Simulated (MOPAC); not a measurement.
MOPAC input (PM3):

```
PM3 1SCF CHARGE=1 GEO-OK AUX(PRECISION=9) THREADS=1
CH7BNO2

C     1.98679200 1    0.38471200 1    0.17345800 1
N     0.86705900 1   -0.55342200 1    0.03469700 1
B    -0.47638700 1   -0.28789200 1   -0.03602000 1
O    -1.60604900 1   -1.00095900 1   -0.09668000 1
O    -0.87933600 1    1.17312100 1   -0.05077600 1
H     1.64308100 1    1.33773500 1    0.57678000 1
H     2.71163100 1   -0.00975900 1    0.88269400 1
H     2.48480400 1    0.55368800 1   -0.78175100 1
H     1.15334900 1   -1.52049200 1   -0.02146600 1
H    -1.58472700 1   -1.95878900 1   -0.00086000 1
H    -0.30504400 1    1.87346700 1   -0.39975500 1
H    -1.82824100 1    1.35200400 1   -0.17951200 1
```

From the output:

```
                                                       MOPAC v23.2.5 Linux

          FINAL HEAT OF FORMATION =         18.06162 KCAL/MOL =      75.56984 KJ/MOL

          COSMO AREA              =        113.82 SQUARE ANGSTROMS
          COSMO VOLUME            =         97.05 CUBIC ANGSTROMS

          IONIZATION POTENTIAL    =         15.050972 EV
          HOMO LUMO ENERGIES (EV) =        -15.051 -5.286
          NO. OF FILLED LEVELS    =         15
          MOLECULAR WEIGHT        =         75.8818         POINT GROUP:  C1

          MOLECULAR DIMENSIONS (Angstroms)

            Atom       Atom       Distance
            H    12    H     7     4.85727
            H    10    H     6     4.08601
            H     8    H     7     1.55183

          SCF CALCULATIONS        =          1

   ATOM   CHEMICAL          X               Y               Z
  NUMBER   SYMBOL      (ANGSTROMS)     (ANGSTROMS)     (ANGSTROMS)

     1       C          1.98679200  *   0.38471200  *   0.17345800  *
     2       N          0.86705900  *  -0.55342200  *   0.03469700  *
     3       B         -0.47638700  *  -0.28789200  *  -0.03602000  *
     4       O         -1.60604900  *  -1.00095900  *  -0.09668000  *
     5       O         -0.87933600  *   1.17312100  *  -0.05077600  *
     6       H          1.64308100  *   1.33773500  *   0.57678000  *
     7       H          2.71163100  *  -0.00975900  *   0.88269400  *
     8       H          2.48480400  *   0.55368800  *  -0.78175100  *
     9       H          1.15334900  *  -1.52049200  *  -0.02146600  *
    10       H         -1.58472700  *  -1.95878900  *  -0.00086000  *
    11       H         -0.30504400  *   1.87346700  *  -0.39975500  *
    12       H         -1.82824100  *   1.35200400  *  -0.17951200  *

                             CARTESIAN COORDINATES

   1    C        1.986792000     0.384712000     0.173458000
   2    N        0.867059000    -0.553422000     0.034697000
   3    B       -0.476387000    -0.287892000    -0.036020000
   4    O       -1.606049000    -1.000959000    -0.096680000
   5    O       -0.879336000     1.173121000    -0.050776000
   6    H        1.643081000     1.337735000     0.576780000
   7    H        2.711631000    -0.009759000     0.882694000
   8    H        2.484804000     0.553688000    -0.781751000
   9    H        1.153349000    -1.520492000    -0.021466000
  10    H       -1.584727000    -1.958789000    -0.000860000
  11    H       -0.305044000     1.873467000    -0.399755000
  12    H       -1.828241000     1.352004000    -0.179512000

           Empirical Formula: C H7 N O2 B  =    12 atoms

      MOLECULAR POINT GROUP   :   C1

                  EIGENVALUES
 -46.91346 -43.77963 -39.22490 -30.33894 -26.96194 -25.83489 -23.24504 -22.45486
 -21.96622 -21.11098 -19.60482 -18.99669 -18.77310 -17.84299 -15.05097  -5.28567
  -3.76226  -3.47428  -2.50136  -2.27236  -1.47163  -1.02672  -0.62073  -0.38124
   0.02362   0.35745   0.40882

              NET ATOMIC CHARGES AND DIPOLE CONTRIBUTIONS

  ATOM NO.   TYPE          CHARGE      No. of ELECS.   s-Pop       p-Pop
    1          C          -0.129412        4.1294     1.14737     2.98204
    2          N           0.298080        4.7019     1.22457     3.47735
    3          B          -0.195890        3.1959     1.00799     2.18790
    4          O          -0.167563        6.1676     1.68427     4.48330
    5          O          -0.041345        6.0413     1.58945     4.45189
    6          H           0.055818        0.9442     0.94418
    7          H           0.092281        0.9077     0.90772
    8          H           0.082641        0.9174     0.91736
    9          H           0.101247        0.8988     0.89875
   10          H           0.295139        0.7049     0.70486
   11          H           0.301532        0.6985     0.69847
   12          H           0.307472        0.6925     0.69253
 DIPOLE           X         Y         Z       TOTAL
 POINT-CHG.     0.014     1.697    -0.550     1.784
 HYBRID        -0.217     0.104    -0.244     0.343
 SUM           -0.203     1.801    -0.794     1.979

          ATOMIC ORBITAL ELECTRON POPULATIONS

     Atom    s        px        py        pz
    1  C   1.14737   0.94888   0.97830   1.05486
    2  N   1.22457   0.96262   1.01191   1.50282
    3  B   1.00799   0.78587   0.62971   0.77233
    4  O   1.68427   1.44699   1.27588   1.76043
    5  O   1.58945   1.28040   1.33926   1.83224
    6  H   0.94418
    7  H   0.90772
    8  H   0.91736
    9  H   0.89875
   10  H   0.70486
   11  H   0.69847
   12  H   0.69253

 **********************
 *                    *
 * JOB ENDED NORMALLY *
 *                    *
 **********************

 == MOPAC DONE ==
```

The dipole moment of an ion depends on the origin.

The geometry given is a B3LYP-D3(BJ)/def2-TZVP minimum.
